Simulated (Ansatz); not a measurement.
C₃H₁₂Si₂ (SMILES C[Si](C)(C)[SiH3]), singlet, geometry from GFN2-xTB, with bond 10-3 at 2.4 times its length; SC-NEVPT2/STO-3G, CASSCF(6,4) (Ansatz, an electronic-structure program).

Here is a job for Ansatz.
Ansatz 0.2 input:
```yaml
crystal:
  periodic: [false, false, false]
  atoms:
    - {symbol: Si, position_ang: [1.07187008, 1.60185351, 0.37380307]}
    - {symbol: Si, position_ang: [-0.19831212, -0.29636704, -0.06915920]}
    - {symbol: C, position_ang: [-0.63279151, -1.23910670, 1.53800164]}
    - {symbol: C, position_ang: [0.73640482, -1.51368086, -1.21150227]}
    - {symbol: C, position_ang: [-1.84568290, 0.14935609, -0.93402726]}
    - {symbol: H, position_ang: [2.34373603, 1.29519121, 1.03779039]}
    - {symbol: H, position_ang: [1.42294027, 2.34927623, -0.83890997]}
    - {symbol: H, position_ang: [0.38348185, 2.55772582, 1.24844224]}
    - {symbol: H, position_ang: [-1.22633966, -2.12721627, 1.33749943]}
    - {symbol: H, position_ang: [1.51938389, -2.00394117, 2.79531400]}
    - {symbol: H, position_ang: [-1.20228377, -0.61343639, 2.21944527]}
    - {symbol: H, position_ang: [1.66916638, -1.83958558, -0.75995806]}
    - {symbol: H, position_ang: [0.98042906, -1.05115049, -2.16369343]}
    - {symbol: H, position_ang: [0.14791036, -2.40280388, -1.42215287]}
    - {symbol: H, position_ang: [-1.66959010, 0.65563884, -1.87891841]}
    - {symbol: H, position_ang: [-2.44708478, 0.81155508, -0.31761955]}
    - {symbol: H, position_ang: [-2.44370782, -0.73362868, -1.14365370]}
basis:
  gaussian:
    orbitals: STO-3G
magnetization: {spin_polarized: false}
correlation: {method: sc_nevpt2, electrons: all, active_space: {window: {electrons: 6, orbitals: 4}}}
```

What the program printed (banner, timings and long lists left out):

```
Functional definition: HF
562 factors; integrals over basis functions are off by at most 4.6e-5 eV
mean field evaluation 1: about -18775.2419 eV, gradient 2.3e1 eV
mean field evaluation 2: about -18775.3728 eV, gradient 2.2e1 eV
mean field evaluation 4: about -18779.1318 eV, gradient 2.7e0 eV
mean field evaluation 8: about -18779.1765 eV, gradient 3.0e-4 eV
mean field -18779.17326318 eV, -690.1218884410 hartree, gradient 2.4e-6 eV, S^2 0.000000; 0 other end points of the search recorded, 0 dependent functions left out; unrestricted orbitals would lower it
reference -18779.17326318 eV, -690.1218884410 hartree; 29, 29 occupied and 16, 16 virtual orbitals, 562 factors
state -18784.05863642 eV, -690.3014225963 hartree
state -18784.05863642 eV, -690.3014225963 hartree; corrected -18790.15619742 eV, -690.5255038297 hartree
WARN: 2 active orbitals are nearly empty or full. The corrections depend on them more than the energy does, and are more stable in an active space without them
Total energy: -18790.15619742 eV, -690.5255038297 hartree
```
